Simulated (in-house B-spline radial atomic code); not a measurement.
Si⁴⁺. Computed with a B-spline radial atomic code. Model: all-electron spherical atom, spin shells full or empty, radial basis limit, no spin-orbit coupling, Breit or QED, empty-state partial waves extrapolated as (l+1/2)^-4, RPA, G0W0 and static COHSEX of the highest shell as one setting changes (uncorrelated shells keep exact exchange).

Empty levels are discrete states of a finite basis, so the steps are uneven.

Given: element Si; charge 4; filled core He; hamiltonian non-relativistic; mean-field start PBE0; highest l of empty states 9; lowest nl shells left uncorrelated 0; highest mean-field shell 2p; box radius 11.96 bohr.

Shell: 2s 1 1, 2p 3 3 (electrons up and down).

| highest empty level kept (hartree) | RPA correlation energy (hartree) | G0W0 level (eV) | G0W0 minus most complete (meV) | COHSEX level (eV) | linearised minus solved G0W0 (meV) |
| --- | --- | --- | --- | --- | --- |
| 8.33 | -0.17583 | -165.19 | 1613.5 | -166.46 | -17.5 |
| 16.67 | ? | ? | ? | ? | ? |
| 29.17 | -0.36874 | -166.01 | 793.5 | -168.8 | -19.4 |
| 50 | -0.42891 | -166.3 | 502 | -169.59 | -20.3 |
| 83.33 | -0.47864 | -166.52 | 284.4 | -170.19 | -21 |
| 150 | -0.52098 | -166.67 | 126.4 | -170.63 | -21.6 |
| 250 | ? | ? | ? | ? | ? |
| 500 | -0.57489 | -166.78 | 17.3 | -170.9 | -21.9 |
| 1000 | -0.58718 | -166.8 | 4.5 | -170.93 | -22 |
| 2083.3 | -0.59333 | -166.8 | 0.9 | -170.94 | -22 |
| 5000 | -0.59536 | -166.8 | 0.1 | -170.94 | -22 |
| 16667 | -0.59594 | -166.8 | 0 | -170.94 | -22 |

(1) What follows for highest empty level kept = 16.67?

(2) What follows for highest empty level kept = 250?

Answers

(1) RPA correlation energy -0.27763 hartree; G0W0 level -165.56 eV; G0W0 minus most complete 1240 meV; COHSEX level -167.59 eV; linearised minus solved G0W0 -18.1 meV.

(2) RPA correlation energy -0.5495 hartree; G0W0 level -166.74 eV; G0W0 minus most complete 59.4 meV; COHSEX level -170.8 eV; linearised minus solved G0W0 -21.8 meV.
